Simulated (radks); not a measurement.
Values are calculated unless marked as measured or tabulated.
Ir3+, 74 electrons, occupied as [Xe] 4f14 5d6.

Code: a radial shooting solver on a logarithmic mesh with Libxc functionals. Model: Dirac Kohn-Sham, PBEsol, spin-unpolarised, spherical densities, finite nucleus; open shells are shared between the two j in proportion to 2j + 1; Fermi nuclear charge, rms radius 5.4032 fm.

Energy parts (hartree):
| part | energy |
|---|---|
| total | -17847.3483 |
| kinetic | 20324.7391 |
| electron-nucleus | -44701.7738 |
| Hartree | 6872.4894 |
| exchange-correlation | -342.8030 |

Orbitals (lengths in bohr, moments of r in powers of bohr; r(90%) holds 90 % of the orbital's charge):
\begin{tabular}{lrrr}
orbital & occ. & eigenvalue (hartree) & r(90%) \\ \hline
1s1/2 & 2 & -2792.501 & 0.0318 \\
2s1/2 & 2 & -489.1487 & 0.114 \\
2p1/2 & 2 & -468.7942 & 0.100 \\
2p3/2 & 4 & -409.0185 & 0.111 \\
3s1/2 & 2 & -115.2869 & 0.280 \\
3p1/2 & 2 & -106.1306 & 0.271 \\
3p3/2 & 4 & -93.04389 & 0.292 \\
3d3/2 & 4 & -77.68877 & 0.265 \\
3d5/2 & 6 & -74.85950 & 0.271 \\
4s1/2 & 2 & -25.49783 & 0.608 \\
4p1/2 & 2 & -21.62965 & 0.621 \\
4p3/2 & 4 & -18.53096 & 0.669 \\
4d3/2 & 4 & -12.17464 & 0.706 \\
4d5/2 & 6 & -11.59931 & 0.723 \\
4f5/2 & 6 & -3.51181 & 0.862 \\
4f7/2 & 8 & -3.39704 & 0.874 \\
5s1/2 & 2 & -4.75106 & 1.40 \\
5p1/2 & 2 & -3.52963 & 1.53 \\
5p3/2 & 4 & -3.02253 & 1.67 \\
5d3/2 & 2.4 & -1.38812 & 2.30 \\
5d5/2 & 3.6 & -1.33453 & 2.36 \\
\end{tabular}

The highest occupied level is 5d5/2 at -36.315 eV. The density falls to 0.001 e/bohr^3 at r = 3.37 bohr.
